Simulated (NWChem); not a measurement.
System meant: Si2H5, doublet; SMILES [SiH2][SiH3]

The following NWChem deck was run.

```
start job
memory heap 200 mb stack 900 mb global 1100 mb
geometry units angstroms noautoz
  Si     0.118272    -1.223441     0.089336
  Si     0.037146     1.106756     0.021802
  H      1.066328    -1.837982    -0.891213
  H     -1.217679    -1.891084     0.003263
  H     -0.850393     1.595110     1.120812
  H      1.414596     1.648376     0.230105
  H     -0.487566     1.627150    -1.281265
end
basis spherical
  Si library def2-svp
  H library def2-svp
end
dft
  odft
  mult 2
  xc xpbe96 cpbe96
  iterations 4
  mulliken
end
task dft energy
```

End of the output:

```
     --------------------------
     Expectation value of S2:
     --------------------------
      <S2> =      0.7530 (Exact =     0.7500)

 center of mass
 --------------
 x =   0.03039810 y =  -0.03780304 z =   0.00000000

 moments of inertia (a.u.)
 ------------------
         346.867722956165          -0.000000713226           0.000000000000
          -0.000000713226          34.354066640252           0.000000000000
           0.000000000000           0.000000000000         338.228209707877

     Multipole analysis of the density
     ---------------------------------

     L   x y z        total         alpha         beta         nuclear
     -   - - -        -----         -----         ----         -------
     0   0 0 0     -0.000000    -17.000000    -16.000000     33.000000

     1   1 0 0     -0.023829     -0.338306      0.314477      0.000000
     1   0 1 0      0.031301      1.117898     -1.086597      0.000000
     1   0 0 1     -0.000000     -0.000000     -0.000000      0.000000

     2   2 0 0    -22.968630    -20.191889    -15.388455     12.611715
     2   1 1 0      0.032069     -0.122680     -3.170670      3.325419
     2   1 0 1     -0.000000      0.000000     -0.000000      0.000000
     2   0 2 0    -23.129214   -110.186526   -102.086609    189.143920
     2   0 1 1     -0.000000     -0.000000      0.000000      0.000000
     2   0 0 2    -22.631940    -22.785119    -21.176704     21.329884

 ------------------------------------------------------------------------
 dft energy failed                                                                                  0
 ------------------------------------------------------------------------
 ------------------------------------------------------------------------
  current input line :
    23: task dft energy
 ------------------------------------------------------------------------
 ------------------------------------------------------------------------
 This type of error is most commonly associated with calculations not reaching convergence criteria
 ------------------------------------------------------------------------
 For more information see the NWChem manual at https://nwchemgit.github.io

0:dft energy failed:Received an Error in Communication
```

**Question.** Can this run be used? If not, why, and what is the fix?

**Answer.** The run did not converge; its last values are not results. Cause: the SCF was allowed too few iterations. This input runs:
```
start job
memory heap 200 mb stack 900 mb global 1100 mb
geometry units angstroms noautoz
  Si     0.118272    -1.223441     0.089336
  Si     0.037146     1.106756     0.021802
  H      1.066328    -1.837982    -0.891213
  H     -1.217679    -1.891084     0.003263
  H     -0.850393     1.595110     1.120812
  H      1.414596     1.648376     0.230105
  H     -0.487566     1.627150    -1.281265
end
basis spherical
  * library def2-svp
end
dft
  odft
  mult 2
  xc xpbe96 cpbe96
  iterations 150
  mulliken
end
task dft energy
```
It converges to -581.42785 Ha (PBE/def2-SVP, spin-unrestricted).
